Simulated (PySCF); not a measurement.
A structure optimised at PBE-D3(BJ)/def2-SVP, used in a PySCF frequency run:

```
N
C 1 1.3387
C 1 1.3387 2 115.64
N 2 1.3524 1 124.40 3 0.00
C 4 1.3147 2 113.40 1 0.00
N 5 1.3147 4 128.75 2 0.00
H 2 1.1055 1 117.97 3 180.00
H 3 1.1055 1 117.97 2 180.00
```
Charge 0, spin multiplicity 2.

Question: Write its SMILES, formula and point group.

Answer: [c]1ncncn1, C₃H₂N₃, C2v

Question: What are its rotational constants (standard atomic weights)?

Answer: 7.0030, 6.3950, 3.3426 GHz
